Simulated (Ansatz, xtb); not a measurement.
**GaHOS: 3 structures ranked**

3 gas-phase structures of GaHOS, found in a search over its isomers (lower ones may exist). Each was relaxed with GFN2-xTB:

A. `S[O][Ga]`, a singlet
B. a singlet given by its coordinates
C. a singlet given by its coordinates

C (Å):

| atom | x (Å) | y (Å) | z (Å) |
| --- | --- | --- | --- |
| Ga | -0.3963 | 0.0829 | 0.2068 |
| O | 1.2138 | -0.3555 | 0.4661 |
| S | -2.3105 | 0.7737 | -0.3115 |
| H | 1.9930 | -0.7583 | 0.8319 |

Close contacts (Å): Ga1–O2 1.69, Ga1–S3 2.10, O2–H4 0.95.

B (Å):

```
atom    x (Å)   y (Å)    z (Å)
  Ga  -4.2496  1.0689  -1.8112
   O  -3.8610  0.9264   0.0514
   S  -3.3727  2.4781   0.3068
   H  -4.4955  2.9472   0.8921
```

Close contacts (Å): Ga1–O2 1.91, Ga1–S3 2.69, O2–S3 1.65, S3–H4 1.35.

Task: Which do you expect lowest at r2SCAN-D4/def2-SVP, and how would the others follow?

Result: Calculated order at r2SCAN-D4/def2-SVP: C (0.0), B (26.0), A (26.6) kcal/mol. Less than 1 kcal/mol parts B and A, so the order within that pair means little.

Energies above the lowest of each column, in kcal/mol; the last columns are at PBE0-D4/def2-TZVP geometries and were run for some of them only (a dash: not run or not comparable):

```
structure  GFN2-xTB  HF/STO-3G  r2SCAN-D4/def2-SVP  PBE0-D4/def2-TZVP  CCSD(T)/def2-TZVPP
        C       0.0        0.0                 0.0                0.0                 0.0
        B      13.6       55.6                26.0               27.6                32.2
        A       2.2       43.9                26.6                  –                   –
```

Every level run on C puts it lowest or level with the lowest. Some further structures that were screened fall inside this span and aren't listed. Flexible structures stand in one conformer each, not always the lowest. Frequencies (PBE0-D4/def2-TZVP) were run for B, C alone.

Programs: Ansatz 0.2.0, xtb 6.7.1.
